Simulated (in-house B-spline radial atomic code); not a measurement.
**Ionising Si V (Si4+) with different functionals**

Computed with a B-spline radial code for spherical atoms: four-component Dirac-Coulomb Hamiltonian, Fermi nucleus of rms radius 3.1224 fm, spin-restricted, spherical fractional occupations for the functionals. The ionisation energy is the difference of two self-consistent energies, [He] 2s2 2p6 → [He] 2s2 2p5, without Breit or QED terms; ε is the level of the shell that loses the electron (mean over j). The electron is taken from both j subshells in proportion to 2j + 1, so the result is a j average, not the step between ground levels.

Hybrids are left out here: with spherical fractional occupations of an open shell their exact exchange keeps a self-interaction that integer-occupation calculations don't have.

| method | rung | ΔSCF (eV) | -ε(2p) (eV) |
| --- | --- | --- | --- |
| LDA VWN5 | LDA | 168.05 | 148.58 |
| relativistic LDA | LDA | 168.01 | 148.54 |
| LDA PW92 | LDA | 168.04 | 148.57 |
| LDA exchange-only | LDA | 165.83 | 146.39 |
| PBE | GGA | 168.04 | 148.54 |
| PBEsol | GGA | 167.81 | 148.33 |
| BLYP | GGA | 168.11 | 148.60 |
| RPBE | GGA | 167.98 | 148.48 |
| PW91 | GGA | 168.27 | 148.76 |
| BP86 | GGA | 168.17 | 148.66 |
| AM05 | GGA | 167.76 | 148.29 |
| OLYP | GGA | 168.63 | 149.12 |

Question: How do they compare with the NIST value?

Answer: NIST lists 166.767 eV ± 0.003 (measured, ground level to ground level). Errors run from -0.94 to +1.86 eV. The correlated functionals all miss on the same side by more than they spread, so the cause is common to them (Breit-QED terms, spin polarisation, the choice among j levels, multiplet and fine-structure energies, or a listed next ion that isn't the cheapest removal here) and closeness doesn't rank the functionals.
